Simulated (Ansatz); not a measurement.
Ligand exchange: C2H5BrSi + InH(CH3)Cl → C2H5ClSi + InH(CH3)Br

Species: C2H5BrSi `C=C[SiH2]Br`, singlet; InH(CH3)Cl, singlet; C2H5ClSi `C=C[SiH2]Cl`, singlet; InH(CH3)Br, singlet. The partners trade Br for Cl: Si–Br and In–Cl bonds give way to Si–Cl and In–Br.

Shapes, held fixed at every level: PBE0-D4/def2-TZVP. Flexible molecules stand in one conformer, not always the lowest. Programs: Ansatz 0.2.0. The zero-point and thermal change to 298 K, harmonic and unscaled (PBE0-D4/def2-TZVP), is +0.4 kJ/mol.

| level | kind | ΔH(298 K) (kJ/mol) | less CCSD(T)/def2-TZVPP |
| --- | --- | --- | --- |
| HF/def2-SVP | Hartree–Fock | -19.6 | -0.5 |
| SPW92/def2-TZVPP | LDA | -18.2 | +0.9 |
| r2SCAN-D4/def2-TZVPP | meta-GGA | -18.8 | +0.3 |
| BHLYP-D4/def2-TZVPP | global hybrid | -20.7 | -1.6 |
| PBE0-D4/def2-TZVPP | global hybrid | -18.6 | +0.5 |
| MP2/def2-SVP | perturbation theory | -20.2 | -1.1 |
| MP2/def2-TZVPP | perturbation theory | -19.1 | 0.0 |
| CCSD(T)/def2-TZVPP | coupled cluster or CI | -19.1 | 0.0 |

The highest level, CCSD(T)/def2-TZVPP, gives ΔH(298 K) = -19.1 kJ/mol; the levels span -20.7 to -18.2. The column of differences is taken from that level and isn't an error. No measured value is set beside it here. For atoms past krypton def2 sets carry core potentials with scalar relativity. Relativity is left out for Br unless named. Correlated rows may include outer-core shells of Br, In, which these sets cover unevenly.
